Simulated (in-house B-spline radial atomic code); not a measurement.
A calculation on Co⁺: its settings, and results tabulated from the run. Level of theory: Dirac-Kohn-Sham LDA exchange-only, spherical fractional occupations, Fermi nucleus of rms radius 3.7875 fm; calculated with a radial B-spline atomic code at the basis-set limit.

Command:
```bash
python run_scf.py task.json out
```
Settings (nuclear radius in fm, mass in u):
```
Z                27
configuration    [Ar] 3d8
hamiltonian      dirac
method           lda,
spin_polarised   False
nucleus          fermi
rms_radius       3.7875
atomic_mass      58.93319
speed_of_light   137.035999084
```

Output (hartree, bohr):
```
 radial grid: 74 intervals, B-splines of order 8, outer radius 40.5882 bohr

 iter        energy (Eh)    residual
    1       -1379.581079    3.57e-01
    2       -1377.316189    6.60e-01
    3       -1388.137712    7.02e-02
    4       -1388.246931    2.86e-02
    5       -1388.265129    8.71e-03
    6       -1388.252385    2.18e-02
    7       -1388.271646    2.34e-03
    8       -1388.271921    1.45e-04
    9       -1388.271922    6.55e-06
   10       -1388.271922    4.93e-08

 total energy                     -1388.27192
 kinetic                            1410.0891
 electron-nucleus                  -3331.7258
 Hartree                             588.0139
 exchange-correlation                -54.6491

 first-order corrections (not in the total)
   Gaunt                             0.5824
   retardation                      -0.0521
   frequency dependence             -0.0015
   self-energy                       0.3869
   Uehling                          -0.0334
   Wichmann-Kroll                    0.0002
   recoil                            0.0099

 orbital      occ     eigenvalue          <r>       <r^2>       <1/r>     <1/r^2>       r_max    small
 1s1/2      2.000      -278.4147    0.0562814  0.00425996     26.9873     1495.53     0.03684  9.42e-03
 2s1/2      2.000       -32.9917     0.255852   0.0773377     5.82516     144.226      0.2136  1.75e-03
 2p1/2      2.000       -28.6669     0.223073   0.0612353     5.78238     47.0022      0.1702  1.73e-03
 2p3/2      4.000       -28.1235     0.226213   0.0628364     5.67098     44.1679      0.1728  1.71e-03
 3s1/2      2.000        -3.8130     0.779377    0.703234     1.82744     21.6765      0.6704  3.80e-04
 3p1/2      2.000        -2.5285     0.817897     0.79275     1.69531     6.59293      0.6749  3.37e-04
 3p3/2      4.000        -2.4611     0.828266    0.813036     1.66848     6.19428      0.6827  3.31e-04
 3d3/2      3.200        -0.4172      1.14501     1.81047     1.23067      2.1568      0.6735  1.98e-04
 3d5/2      4.800        -0.4107      1.15435     1.84235     1.22216     2.12748      0.6766  1.96e-04

 Slater integrals (Eh)
   F0(3p1/2,3p1/2)               1.106879
   F0(3p1/2,3p3/2)               1.099898
   G2(3p1/2,3p3/2)               0.546095
   F0(3p1/2,3d3/2)               0.948388
   G1(3p1/2,3d3/2)               0.534568
   F0(3p1/2,3d5/2)               0.944299
   G3(3p1/2,3d5/2)               0.317832
   F0(3p3/2,3p3/2)               1.093062
   F2(3p3/2,3p3/2)               0.543168
   F0(3p3/2,3d3/2)               0.943304
   F2(3p3/2,3d3/2)               0.429850
   G1(3p3/2,3d3/2)               0.531883
   G3(3p3/2,3d3/2)               0.318391
   F0(3p3/2,3d5/2)               0.939270
   F2(3p3/2,3d5/2)               0.427563
   G1(3p3/2,3d5/2)               0.529169
   G3(3p3/2,3d5/2)               0.316685
   F0(3d3/2,3d3/2)               0.832132
   F2(3d3/2,3d3/2)               0.366842
   F0(3d3/2,3d5/2)               0.828967
   F2(3d3/2,3d5/2)               0.365286
   G2(3d3/2,3d5/2)               0.365002
   G4(3d3/2,3d5/2)               0.223847
   F0(3d5/2,3d5/2)               0.825828
   (list cut)
```

Time taken, with all properties: 2 s on 1 thread of Arm Neoverse V1, on a shared host.

For the Dirac Hamiltonian the kinetic term is c α·p + (β - 1)c².
